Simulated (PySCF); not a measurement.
**Distorted geometries of Hg(BH4)2**

Hg(BH4)2 (singlet). PySCF 2.14.0, RKS BP86, Hg def2-SVP with ECP60, B def2-SVP, H def2-SVP; non-relativistic Hamiltonian with scalar-relativistic core potentials where named; density fitting; no spin-orbit coupling. Relaxed geometry:

```xyz
11

Hg    0.0000    0.0000    0.0000
B     0.0082    0.2617    2.3203
H     0.1109   -0.5692    3.2234
H     1.0022    0.9726    2.2282
H    -1.1042    0.7726    2.2711
H     0.0994   -0.8785    1.6073
B    -0.0082   -0.2617   -2.3203
H    -0.1109    0.5692   -3.2234
H     1.1042   -0.7726   -2.2711
H    -1.0022   -0.9726   -2.2282
H    -0.0994    0.8785   -1.6073
```

Problem. Order these distorted geometries by energy above the relaxed one, lowest first.
A.
```xyz
11

Hg    0.1322    0.0032   -0.0426
B     0.0961    0.1644    2.3280
H     0.0551   -0.5051    3.2749
H     0.9792    0.9625    2.4621
H    -1.1394    0.8785    2.4770
H     0.0673   -0.8093    1.5355
B    -0.0574   -0.4262   -2.2891
H    -0.2553    0.6498   -3.3457
H     1.0505   -0.8431   -2.4540
H    -0.8906   -1.0261   -2.3976
H    -0.0377    0.9515   -1.5486
```
B.
```xyz
11

Hg    0.0133    0.0012   -0.0758
B    -0.0437    0.2326    2.4335
H     0.1058   -0.6098    3.0769
H     0.9557    1.0316    2.2321
H    -1.1081    0.7690    2.4482
H     0.1288   -0.7901    1.6090
B    -0.1293   -0.3360   -2.2307
H    -0.0567    0.5547   -3.4074
H     1.0823   -0.6254   -2.3100
H    -0.9792   -0.9864   -2.1973
H     0.0310    0.7587   -1.5785
```
C.
```xyz
11

Hg   -0.1637   -0.0727   -0.1064
B    -0.0465    0.4816    2.1542
H     0.0775   -0.7052    3.2829
H     1.0399    0.9322    2.1198
H    -1.0531    0.7125    2.3893
H     0.2093   -0.9141    1.6269
B     0.0395   -0.3239   -2.1371
H    -0.1266    0.5009   -3.2897
H     1.1953   -0.8178   -2.0484
H    -1.1198   -0.7481   -2.2091
H    -0.0518    0.9546   -1.7825
```

Solution. B (1.71 eV), A (2.06 eV), C (2.30 eV).

Problem. Which forces (eV/Å) act in the one that lies 2.06 eV up?

Solution. 
```
Hg  -0.42  0.45  0.38
B   -2.80  3.07  0.37
H    0.12 -1.36  1.06
H    0.79  0.13 -0.54
H    1.93 -1.32 -0.87
H    0.19 -1.06  0.07
B    4.85  6.68 -1.85
H    0.50 -1.67  2.11
H    0.59 -0.06  0.16
H   -5.56 -3.61  0.10
H   -0.18 -1.26 -1.00
```
Forces carry noise of the integration grid, about 0.01 to 0.03 eV/Å.

A frequency check found unstable modes (1, the lowest at -6 cm⁻¹), so the relaxed geometry is a saddle point, or these are noise.
